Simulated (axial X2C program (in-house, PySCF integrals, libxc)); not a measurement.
Curves of ICl⁺ by EOM-IP-CCSD

Calculated with an in-house all-electron X2C program for linear molecules (integrals from PySCF): two-component X2C with atomic mean-field Coulomb and Gaunt terms, Gaussian nuclei, basis I dyall-cv3z, Cl dyall-av3z with contracted cores.

Energies in eV from the lowest point of the lowest state; states are followed by energy order within each Ω. Reference: ICl, 14 electrons correlated in 92 virtual spinors with an MP2 remainder; levels at this size can be off by some tenths of an eV. Masses 126.904 and 34.969 u.

```
R (Å)  (1)Ω=3/2  (1)Ω=1/2  (2)Ω=3/2  (2)Ω=1/2  (3)Ω=1/2
2.148    0.1310    0.6880    3.8297    4.0199    5.0902
2.242    0.0000    0.5592    3.1757    3.3656    4.5522
2.335    0.0515    0.6104    2.7679    2.9572    4.2017
2.440    0.2470    0.8016    2.5136    2.7029    3.9605
2.545    0.5268    1.0715    2.4061    2.5962    3.8285
2.685    0.9583    1.4786    2.4053    2.5978    3.7608
```

(1) Fit the curves (1)Ω=3/2, (1)Ω=1/2 near their minima.

For ICl at CCSD, and between the minima:

Re = 2.345 Å, ωe = 382.7 cm⁻¹; removing the electron costs 9.953 eV without zero-point terms.

No minimum in range: (2)Ω=3/2, (3)Ω=1/2; the order of states may turn beyond it. T1 of the reference reaches 0.012 (Lee–Taylor). Curves followed by order can swap character. Number of frozen shells: I 4 s, 3 p, 2 d; Cl 2 s, 1 p. Roots with under 60 % one-particle weight at any point are counted in the labels but not shown, and the list ends where the roots sought for some Ω run out; states that need a further excitation are missing and may lie low or lowest. Curves with a minimum but no constants failed the fit check.

## Answers

(1) At EOM-IP-CCSD from ICl (the fit fixes ωe to about one per cent; ωe of higher roots by this method can be off by ten per cent):

```csv
state,Te (cm⁻¹),Re (Å),ωe (cm⁻¹)
(1)Ω=3/2,0,2.256,438.1
(1)Ω=1/2,4510,2.256,435.0
```
